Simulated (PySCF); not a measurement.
A structure optimised at PBE-D3(BJ)/def2-SVP, used in a PySCF frequency run:

```
Si
O 1 1.6931
C 2 1.4097 1 122.96
H 3 1.1103 2 108.85 1 179.71
H 3 1.1161 4 107.49 2 122.32
H 3 1.1164 4 107.46 5 115.40
H 1 1.5029 2 103.56 3 179.75
C 1 1.8869 7 110.63 2 -119.21
H 8 1.1088 1 110.98 7 59.47
H 8 1.1095 9 108.09 1 -122.76
H 8 1.1098 9 107.92 10 -116.03
C 1 1.8943 7 110.27 2 117.96
H 12 1.1132 1 107.65 7 63.35
H 12 1.1133 13 105.20 1 -115.18
C 12 1.5350 13 110.88 14 -119.69
H 15 1.1094 12 111.32 13 -179.67
H 15 1.1097 16 107.61 12 123.34
H 15 1.1098 16 106.70 17 114.97
```

Task: Write its SMILES and formula.

Result: CC[Si@H](C)OC, C4H12OSi

Task: What are its rotational constants (standard atomic weights)?

Result: 2.9913, 2.2046, 1.5145 GHz
